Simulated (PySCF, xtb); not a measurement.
Ge(H)3(SMe) (CH6GeS), SMILES C[S][GeH3].

GFN2-xTB (xtb) at its own geometry gives an orbital gap of 4.57 eV and a dipole moment of 2.08 D.

The structure is a stationary point at TPSSh-D3(BJ)/def2-SVP.

**Question.** What does PBE/def2-TZVPD (PySCF) give? (Estimate from the structure and the level; the computed values follow.)

**Answer.** gap 4.58 eV (levels -5.60 and -1.02 eV), dipole 1.41 D.
